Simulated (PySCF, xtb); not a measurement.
silanone cation (H2OSi), SMILES O=[SiH2] (connectivity only; charge and spin as stated), charge +1, multiplicity 2.

Harmonic wavenumbers (cm⁻¹) from GFN2-xTB (xtb) at its own minimum, in rising order: 264, 583, 592, 1436, 1770, 2011.

### Question
What does r2SCAN-D4/def2-TZVP in PySCF 2.14.0 give at its own minimum? (Estimate from the structure and the level; the computed values follow.)

### Answer
469, 651, 820, 979, 2222, 2291. Paired by order, the mean absolute difference is 282 cm⁻¹ and the zero-point energies are 9.5 and 10.6 kcal/mol.
